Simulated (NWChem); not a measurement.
Molecule: InBrClF; SMILES [F][In]([Cl])[Br]

Results from NWChem. Geometry: optimised at PBE0/def2-SVP. def2 effective core potentials on In; no spin-orbit coupling.

Q: What does the run give for Hartree-Fock/def2-SVP (core potentials)? Quantities: highest occupied level (eV); orbital gap (eV); dipole (D).

A: 
```json
{
 "highest occupied level (eV)": "-12.05",
 "orbital gap (eV)": "12.44",
 "dipole (D)": "1.31"
}
```
